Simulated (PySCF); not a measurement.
A GIAO shielding run with PySCF (density fitting, non-relativistic, gas phase) on `InChI=1S/C5H10NPSi2/c1-3-5(2)9(4-6)8-7/h1,5,9H,7-8H2,2H3/t5-,9+/m1/s1`:

```
$ OMP_NUM_THREADS=1 python probes_run.py task.json out

{"job": {"kind": "nmr", "xc": "PBE0", "basis": "pcSseg-1"}, "charge": 0, "multiplicity": 1}
C     -2.712752    -0.471218     1.598344
C     -2.036150    -0.567862     0.615113
C     -1.226185    -0.636003    -0.579752
C     -2.049033    -0.238411    -1.808240
Si     0.326324     0.482048    -0.341672
C      1.259692     0.312125    -1.959280
N      1.864958     0.189186    -2.925123
Si     1.683607    -0.204758     1.426897
P      3.719746     0.721977     1.451766
H     -3.318008    -0.410801     2.452866
H     -0.897842    -1.675657    -0.701714
H     -1.441750    -0.306891    -2.708372
H     -2.910250    -0.895614    -1.918530
H     -2.411608     0.782701    -1.713117
H     -0.102870     1.892863    -0.364407
H      1.073823     0.138660     2.716787
H      1.918232    -1.654958     1.414171
H      3.277900     2.017209     1.246690
H      3.972362     0.534655     0.105276
```

Hardware: 1 thread of an Arm Neoverse V1, shared host. The job also computes population analyses, field gradients.

Question: How large is the calculation?

Answer: 90 electrons, 224 basis functions and 1226 auxiliary functions.

Question: How long does it take, and how much memory does it need?

Answer: 82 s of wall time, with 15 SCF cycles and 5 response iterations; peak memory 0.98 GiB. Times on a shared host scatter by some tens of per cent.
